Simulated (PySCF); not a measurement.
Numbering as in the mapped SMILES `[CH3:1][B:2]([CH3:3])[C@:4]12[CH2:5][C@:6]([B:7]([OH:8])[OH:9])([CH2:10]1)[CH2:11]2`. Hydrogens are named by the atom that carries them.

Geometry: PBE0-D3(BJ)/def2-SVP; GIAO shifts from PySCF 2.14, gas phase, non-relativistic, averaged over equivalent atoms.

At PBE0/pcSseg-1 (257 basis functions, 55 s wall time on 1 thread of an Arm Neoverse V2, shared host):
```csv
atoms,δ (ppm)
C5/C10/C11,51.8
C4,44.3
C6,33.3
C1/C3,12.6
B2,84.4
B7,28.3
O8/O9,125.7
H(O8)/H(O9),3.67
H(C5)/H(C10)/H(C11),1.65
H(C1)/H(C3),0.82
```

Shifts are taken against calculated references (same method and geometry level): ¹³C (σ = 184.41 ppm) and ¹H (σ = 31.27 ppm) against TMS; ¹¹B (σ = 100.73 ppm) against BF3·OEt2; ¹⁷O (σ = 334.56 ppm) vs H2O.

What do these become at CAM-B3LYP/pcSseg-1?

Answers


```tsv
atoms	δ at CAM-B3LYP/pcSseg-1	change
C5/C10/C11	51.3	-0.5
C4	43.9	-0.4
C6	33.2	-0.1
C1/C3	12.2	-0.4
B2	87.8	+3.4
B7	29.6	+1.3
O8/O9	126.6	+0.9
H(O8)/H(O9)	3.66	-0.01
H(C5)/H(C10)/H(C11)	1.57	-0.08
H(C1)/H(C3)	0.79	-0.03
```

Chemical shifts δ = σref − σ; TMS for ¹³C (σref 182.45), ¹H (σref 31.33); ¹¹B (σref 99.35) vs BF3·OEt2; ¹⁷O (σref 338.55) vs H2O, all at this level.

The largest change is at B2 (boron bonded to 3 C). Cost: 257 basis functions, 69 s wall time on 1 thread of an Arm Neoverse V2, shared host. The order of the carbon signals is the same at both levels.

A carbon bonded to boron is broadened by the quadrupolar boron nucleus and is often missing from a measured spectrum. The carbons averaged at δ 51.8 differ by 9 ppm in this conformer. Experimental scales use liquid or dissolved standards, which lie at an offset from isolated H2O (liquid H2O: subtract about 36 ppm).
